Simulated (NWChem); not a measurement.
System: CH₃FO₃Si; SMILES O[Si]1(F)OCO1

Input file for NWChem:

```
start job
memory heap 200 mb stack 900 mb global 1100 mb
geometry units angstroms noautosym nocenter noautoz
  O      1.312581    -1.354361     0.000000
  Si     0.019870    -0.362788     0.000000
  F     -1.287218    -1.285443     0.000000
  O      0.006783     0.877473    -1.112533
  C     -0.020839     1.797553     0.000000
  O      0.006783     0.877473     1.112533
  H      1.150906    -2.307882     0.000000
  H      0.868079     2.435005     0.000000
  H     -0.944724     2.383587     0.000000
end
basis spherical
  * library 6-31g*
end
dft
  xc b3lyp
  iterations 150
end
cosmo
  do_cosmo_smd true
  solvent toluene
end
task dft energy
```

Output (shortened):

```
             Northwest Computational Chemistry Package (NWChem) 7.3.0
             --------------------------------------------------------

                             Geometry "geometry" -> ""
                             -------------------------

 Output coordinates in angstroms (scale by  1.889725989 to convert to a.u.)

  No.       Tag          Charge          X              Y              Z
 ---- ---------------- ---------- -------------- -------------- --------------
    1 O                    8.0000     1.31258100    -1.35436100     0.00000000
    2 Si                  14.0000     0.01987000    -0.36278800     0.00000000
    3 F                    9.0000    -1.28721800    -1.28544300     0.00000000
    4 O                    8.0000     0.00678300     0.87747300    -1.11253300
    5 C                    6.0000    -0.02083900     1.79755300     0.00000000
    6 O                    8.0000     0.00678300     0.87747300     1.11253300
    7 H                    1.0000     1.15090600    -2.30788200     0.00000000
    8 H                    1.0000     0.86807900     2.43500500     0.00000000
    9 H                    1.0000    -0.94472400     2.38358700     0.00000000

 Effective nuclear repulsion energy (a.u.)     339.0624799588

                                 NWChem DFT Module
                                 -----------------

 Summary of "ao basis" -> "ao basis" (spherical)
 ------------------------------------------------------------------------------
       Tag                 Description            Shells   Functions and Types
 ---------------- ------------------------------  ------  ---------------------
 O                           6-31g*                  6       14   3s2p1d
 Si                          6-31g*                  8       18   4s3p1d
 F                           6-31g*                  6       14   3s2p1d
 C                           6-31g*                  6       14   3s2p1d
 H                           6-31g*                  2        2   2s

 in cosmo_initialize ...
 calling solv_data for solv:toluene

 solvent parameters
 solvname_short: toluene
 solvname_long:  toluene
 dielec:        2.3741
 dielecinf:     2.2383
 nonaqueous SMD model solvent descriptors
 dielec:        2.3741
 sola:          0.0000
 solb:          0.1400
 solc:          0.8570
 solg:         40.2000
 solh:          0.0000
 soln:          1.4961

          ---------------
          -cosmo- solvent
          ---------------
 Cosmo: York-Karplus, doi: 10.1021/jp992097l
 dielectric constant -eps-     =   2.37
 screen = (eps-1)/(eps    )    =   0.57879
 surface charge correction     = lagrangian

   van der Waals surface
 --------------------------

 ---------- ATOMIC COORDINATES (A.U.) ------------ VDWR(ANG.) --
     1    2.48041843   -2.55937118    0.00000000     2.294
     2    0.03754886   -0.68556991    0.00000000     2.470
     3   -2.43248931   -2.42913504    0.00000000     1.730
     4    0.01281801    1.65818353   -2.10238252     2.294
     5   -0.03938000    3.39688262    0.00000000     1.850
     6    0.01281801    1.65818353    2.10238252     2.294
     7    2.17489698   -4.36126459    0.00000000     1.200
     8    1.64043145    4.60149223    0.00000000     1.200
     9   -1.78526949    4.50432630    0.00000000     1.200
 number of segments per atom =        128
 number of   points per atom =        128
 atom (   nspa,  nppa )
 ----------------------
    1 (     78,     0 )       0
    2 (     32,     0 )       0
    3 (     64,     0 )       0
    4 (     66,     0 )       0
    5 (     20,     0 )       0
    6 (     66,     0 )       0
    7 (      2,     0 )       0
    8 (     48,     0 )       0
    9 (     46,     0 )       0
 number of -cosmo- surface points =      422
 molecular surface =    142.667 angstrom**2
 molecular volume  =    137.819 angstrom**3
 -lineq- algorithm             =   0
 -bem- low  level              =   3
 -bem- from -octahedral-
 gaussian surface charge width =   4.50000
 degree of switching           =   1.00000
 switching function tolerance  =   0.00010
 atomic radii =
 --------------
    1  8.000  2.294
    2 14.000  2.470
    3  9.000  1.730
    4  8.000  2.294
    5  6.000  1.850
    6  8.000  2.294
    7  1.000  1.200
    8  1.000  1.200
    9  1.000  1.200
 ...... end of -cosmo- initialization ......

 nat:                     9
 ixmem:                  4523
 calling mnsol_interface()
 G(SMD-CDS) energy (kcal/mol)  =    -1.132
 SMD-CDS SASA (angstrom**2)    =   135.664

            General Information
            -------------------
          SCF calculation type: DFT
          Wavefunction type:  closed shell.
          No. of atoms     :     9
          No. of electrons :    56
           Alpha electrons :    28
            Beta electrons :    28
          Charge           :     0
          Spin multiplicity:     1
          Use of symmetry is: off; symmetry adaption is: off
          Maximum number of iterations: 150
          AO basis - number of functions:    94
                     number of shells:    44
          Convergence on energy requested:  1.00D-06
          Convergence on density requested:  1.00D-05
          Convergence on gradient requested:  5.00D-04

              XC Information
              --------------
                         B3LYP Method XC Potential
                     Hartree-Fock (Exact) Exchange  0.200
                        Slater Exchange Functional  0.800 local
                    Becke 1988 Exchange Functional  0.720 non-local
              Lee-Yang-Parr Correlation Functional  0.810
                  VWN I RPA Correlation Functional  0.190 local

             Grid Information
             ----------------
          Grid used for XC integration:  medium
          Radial quadrature: Mura-Knowles
          Angular quadrature: Lebedev.
          Tag              B.-S. Rad. Rad. Pts. Rad. Cut. Ang. Pts.
          ---              ---------- --------- --------- ---------
          O                   0.60       49          11.0       434
          Si                  1.10       88           8.0       590
          F                   0.50       49          11.0       434
          C                   0.70       49          11.0       434
          H                   0.35       45          12.0       434
          Grid pruning is: on
          Number of quadrature shells:   468
          Spatial weights used:  Erf1

      Superposition of Atomic Density Guess
      -------------------------------------

 Sum of atomic energies:        -651.60764801

      Non-variational initial energy
      ------------------------------

 Total energy =    -653.811632
 1-e energy   =   -1576.044240
 2-e energy   =     583.170129
 HOMO         =      -0.357912
 LUMO         =       0.040011

   convergence    iter        energy       DeltaE   RMS-Dens  Diis-err
 ---------------- ----- ----------------- --------- --------- ---------
     COSMO gas phase
 d= 0,ls=0.0,diis     1   -654.9115772771 -9.94D+02  1.62D-02  1.42D+00
 d= 0,ls=0.0,diis     2   -654.8358273210  7.57D-02  8.27D-03  2.45D+00
 d= 0,ls=0.0,diis     3   -655.0611620860 -2.25D-01  1.02D-03  2.65D-02
 d= 0,ls=0.0,diis     4   -655.0632594069 -2.10D-03  4.20D-04  3.03D-03
 d= 0,ls=0.0,diis     5   -655.0635077471 -2.48D-04  1.26D-04  5.81D-04
  Resetting Diis
 d= 0,ls=0.0,diis     6   -655.0635567850 -4.90D-05  2.34D-05  1.05D-05
 d= 0,ls=0.0,diis     7   -655.0635577944 -1.01D-06  8.26D-06  4.83D-07
 d= 0,ls=0.0,diis     8   -655.0635577808  1.36D-08  4.48D-06  6.25D-07

   convergence    iter        energy       DeltaE   RMS-Dens  Diis-err
 ---------------- ----- ----------------- --------- --------- ---------
     COSMO solvation phase
 d= 0,ls=0.0,diis     1   -655.0703013614 -6.74D-03  7.05D-04  8.26D-04
 d= 0,ls=0.0,diis     2   -655.0704945238 -1.93D-04  1.28D-04  2.46D-04
 d= 0,ls=0.0,diis     3   -655.0705121187 -1.76D-05  5.31D-05  8.79D-05
 d= 0,ls=0.0,diis     4   -655.0705194526 -7.33D-06  1.46D-05  4.81D-06
 d= 0,ls=0.0,diis     5   -655.0705199039 -4.51D-07  3.45D-06  3.10D-07

         Total DFT energy =     -655.070519903917
      One electron energy =    -1579.513386488585
           Coulomb energy =      649.400213008512
    Exchange-Corr. energy =      -63.960918136766
 Nuclear repulsion energy =      339.062479958750

             COSMO energy =       -0.058908245828

 Numeric. integr. density =       56.000007731007

                                COSMO-SMD solvation results
                                ---------------------------

             internal energy in gas <Psi(g)|H|Psi(g)> =      -655.063557780847
         internal energy in solvent <Psi(s)|H|Psi(s)> =      -655.063327701081
                               delta internal energy  =         0.000230079765 (    0.14 kcal/mol)
   total free energy in solvent <Psi(s)|H+V/2|Psi(s)> =      -655.068716181374
 polarization energy contribution <Psi(s)|V/2|Psi(s)> =        -0.005388480293 (   -3.38 kcal/mol)
    total free energy in solvent including G(SMD-CDS) =      -655.070519903917
                       G(SMD-CDS) energy contribution =        -0.001803722542 (   -1.13 kcal/mol)
     1 M fixed-concentration free energy of solvation =        -0.006962123070 (   -4.37 kcal/mol)

                       DFT Final Molecular Orbital Analysis
                       ------------------------------------

 Vector   26  Occ=2.000000D+00  E=-3.315178D-01
              MO Center=  3.6D-02,  8.7D-01, -2.2D-08, r^2= 2.2D+00
   Bfn.  Coefficient  Atom+Function         Bfn.  Coefficient  Atom+Function
  ----- ------------  ---------------      ----- ------------  ---------------
    51      0.437987  4 O  pz                79      0.437987  6 O  pz
    55      0.301235  4 O  pz                83      0.301235  6 O  pz
    23     -0.151243  2 Si pz                65     -0.132963  5 C  pz
    50     -0.115778  4 O  py                78      0.115778  6 O  py
    27      0.092469  2 Si pz                29     -0.078119  2 Si d -1

 Vector   27  Occ=2.000000D+00  E=-3.192920D-01
              MO Center=  7.2D-02,  6.7D-01,  2.8D-08, r^2= 2.3D+00
   Bfn.  Coefficient  Atom+Function         Bfn.  Coefficient  Atom+Function
  ----- ------------  ---------------      ----- ------------  ---------------
    49      0.437426  4 O  px                77     -0.437426  6 O  px
    53      0.336030  4 O  px                81     -0.336030  6 O  px
     5      0.186695  1 O  pz                 9      0.136506  1 O  pz
    37     -0.084088  3 F  pz                41     -0.061811  3 F  pz
    51      0.057127  4 O  pz                79      0.057127  6 O  pz

 Vector   28  Occ=2.000000D+00  E=-3.021107D-01
              MO Center= -1.4D-02,  1.2D+00, -3.1D-08, r^2= 2.4D+00
   Bfn.  Coefficient  Atom+Function         Bfn.  Coefficient  Atom+Function
  ----- ------------  ---------------      ----- ------------  ---------------
    49      0.360239  4 O  px                77      0.360239  6 O  px
    53      0.261643  4 O  px                81      0.261643  6 O  px
    63     -0.254156  5 C  px                92     -0.224184  8 H  s
    94      0.221741  9 H  s                 91     -0.185298  8 H  s
    93      0.185091  9 H  s                 21      0.119454  2 Si px

 Vector   29  Occ=0.000000D+00  E= 2.474767D-02
              MO Center=  3.2D-01, -1.2D+00,  1.6D-08, r^2= 3.8D+00
   Bfn.  Coefficient  Atom+Function         Bfn.  Coefficient  Atom+Function
  ----- ------------  ---------------      ----- ------------  ---------------
    24      1.169477  2 Si s                  6     -0.756603  1 O  s
    90      0.524257  7 H  s                 38     -0.352803  3 F  s
    52     -0.291471  4 O  s                 80     -0.291471  6 O  s
    26     -0.255395  2 Si py                 7      0.222086  1 O  px
     3      0.176047  1 O  px                16     -0.173631  2 Si s

 Vector   30  Occ=0.000000D+00  E= 5.611709D-02
              MO Center=  8.3D-03,  1.1D-01, -1.5D-08, r^2= 4.2D+00
   Bfn.  Coefficient  Atom+Function         Bfn.  Coefficient  Atom+Function
  ----- ------------  ---------------      ----- ------------  ---------------
    27      0.726445  2 Si pz                52      0.603661  4 O  s
    80     -0.603661  6 O  s                 69      0.510866  5 C  pz
    23      0.426671  2 Si pz                65      0.315348  5 C  pz
     9     -0.217011  1 O  pz                 5     -0.212782  1 O  pz
    37     -0.182521  3 F  pz                41     -0.165410  3 F  pz

 Vector   31  Occ=0.000000D+00  E= 9.176281D-02
              MO Center=  1.6D-01, -1.1D+00,  1.0D-09, r^2= 4.8D+00
   Bfn.  Coefficient  Atom+Function         Bfn.  Coefficient  Atom+Function
  ----- ------------  ---------------      ----- ------------  ---------------
    90      0.966830  7 H  s                 25      0.644661  2 Si px
     6     -0.623753  1 O  s                 24     -0.607906  2 Si s
    38      0.462587  3 F  s                  8      0.303974  1 O  py
    21      0.277718  2 Si px                92      0.238412  8 H  s
    26      0.226114  2 Si py                66     -0.201967  5 C  s

     Multipole analysis of the density
     ---------------------------------

     L   x y z        total         alpha         beta         nuclear
     -   - - -        -----         -----         ----         -------
     0   0 0 0      0.000000    -28.000000    -28.000000     56.000000

     1   1 0 0      0.100726     -0.187384     -0.187384      0.475495
     1   0 1 0     -0.303321     -0.012472     -0.012472     -0.278377
     1   0 0 1      0.000000      0.000000      0.000000      0.000000

     2   2 0 0    -31.076252    -72.094573    -72.094573    113.112894
     2   1 1 0     -1.855441      3.276342      3.276342     -8.408126
     2   1 0 1      0.000000      0.000000      0.000000      0.000000
     2   0 2 0    -21.168286   -153.483519   -153.483519    285.798752
     2   0 1 1     -0.000000     -0.000000     -0.000000      0.000000
     2   0 0 2    -32.471596    -51.595896    -51.595896     70.720196
```

Level: B3LYP/6-31G* (spherical d), SMD on the gas-phase geometry. The geometry was optimised at B3LYP/6-31G* (spherical d). B3LYP is NWChem's, with the RPA form of VWN correlation. Solvent: toluene.
